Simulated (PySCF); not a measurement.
calicene (C₈H₆), SMILES C1=CC(=C2C=C2)C=C1.

Geometry optimised at B3LYP-D3(BJ)/def2-SVP.

Two levels are set side by side: TDA-PBE/def2-SVPD (PySCF) and TDA-B3LYP/def2-SVPD (PySCF). Vertical, same geometry. The lowest singlet is HOMO→LUMO 100 % with PBE and HOMO→LUMO 99 % with the other functional; states are paired by order. Differences are taken from unrounded values.

```json
[
 {"quantity": "lowest singlet excitation (eV)", "TDA-B3LYP": "3.14"},
 {"quantity": "lowest triplet excitation (TDA) (eV)", "TDA-B3LYP": "2.64"},
 {"quantity": "first bright state (f over 0.05) (eV)", "TDA-B3LYP": "5.18"},
 {"quantity": "its oscillator strength", "TDA-B3LYP": "0.75"}
]
```

Question: What does TDA-PBE give, and how far is it from TDA-B3LYP? (Estimate from the structure and the level; the computed values follow.)

Answer: 
```
quantity                               TDA-PBE  TDA-PBE minus TDA-B3LYP
-------------------------------------  -------  -----------------------
lowest singlet excitation (eV)            2.22                    -0.92
lowest triplet excitation (TDA) (eV)      2.20                    -0.45
first bright state (f over 0.05) (eV)     5.11                    -0.07
its oscillator strength                   0.62                    -0.13
```

Functionals without exact exchange tend to place singlet excitations lower, as here. Differences between two approximate levels are no errors against the true value.

Rough cost on one machine, each run with all the roots and properties that it gave: TDA-B3LYP against TDA-PBE about 2 times.
